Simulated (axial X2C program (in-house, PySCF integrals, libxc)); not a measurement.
# What spin–orbit coupling does to BiP⁻

Calculated with an in-house all-electron X2C program for linear molecules (integrals from PySCF). Spin-free means the one-electron spin-free X2C Hamiltonian; two-component (2c) means X2C with spin–orbit coupling and atomic mean-field two-electron Coulomb and Gaunt terms, so the difference of the two also holds small scalar two-electron terms. Basis: Bi dyall-acv3z [13s15p11d7f1g], P dyall-av3z [9s8p3d2f] (cores contracted in-house); Gaussian nuclei, density fitting, unrestricted open shells. Masses: Bi 208.980 u, P 30.974 u.

Spin-free state: M_S = 1/2, Λ = 1 (beyond evenly filled blocks: π+α); fragments Bi- + P.

```tsv
level	Re (Å)	ωe (cm⁻¹)	De (eV)	μ (D)
BP86	2.397	381.0	3.681	-4.45
```

Dipoles are positive if P is the positive end and refer to the centre of mass.

Problem. Within this multiplet, which Ω should lie lowest by the rule for regular and inverted multiplets?

Solution. The open π shell holds one electron, so the multiplet is regular: Ω = Λ − 1/2 = 1/2. The PBE0 2c search agrees.

Two-component determinant lowest at the distance of the search:

Ω = 1/2 (⟨Sz⟩ = -0.47, ⟨Lz⟩ = 0.97 at BP86); fragments Bi- + P.

```json
{"level": "BP86", "Re (Å)": "2.424", "ωe (cm⁻¹)": "352.2", "μ (D)": "-5.15"}
```

Problem. From the two tables, how do the constants change at the BP86 level (2c against spin-free)?

Solution. At the BP86 level Re goes up by 0.027 Å and ωe decreases by 28.8 cm⁻¹.

One determinant describes the state; a PBE0 search over occupations chose it and may have missed a lower one. De is counted from the lowest determinant-based energies of the atoms at the same level, without counterpoise correction. De is not given where an atomic determinant may have missed its ground term or J level, or where the truncated virtual space spoils (T). Density functionals use the spin component along the axis (collinear). Without a current term, density functionals place determinants with orbital angular momentum somewhat too high. The highest occupied level of some functionals is positive through self-interaction error; at Hartree–Fock it is bound.
